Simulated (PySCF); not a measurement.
How strong are the bonds of `[SiH3]N([SiH3])[SiH3]` (H9NSi3)?

System: `[SiH3]N([SiH3])[SiH3]` (H9NSi3). Atom numbers as in the mapped SMILES `[SiH3:1][N:2]([SiH3:3])[SiH3:4]`.

Computed at M06-2X/def2-TZVP // PBE0-D3(BJ)/def2-SVP with PySCF (density fitting, grid level 3). Thermal corrections: PBE0-D3(BJ)/def2-SVP frequencies, unscaled, ideal gas at 298.15 K and 1 bar, quasi-RRHO entropy.

```csv
bond,r / Å,radicals,BDE(298 K) / eV,BDFE / eV,D₀ / eV,Dₑ / eV
Si1–H,1.494,[SiH2]N([SiH3])[SiH3] + H•,3.87,3.51,3.81,4.07
Si1–N2,1.754,SiH3• + [SiH3][N][SiH3],4.74,4.22,4.70,4.91
```

Homolysis to relaxed radicals in the gas phase; the table need not hold every single bond outside rings.

Weakest of these: Si1–H (3.87 eV); strongest: Si1–N2 (4.74 eV).

Structures, frequencies and single points took 20 min of wall time on 1 thread of Arm Neoverse V1 (shared host), launched as `OMP_NUM_THREADS=1 python redox_run.py task.json out`.
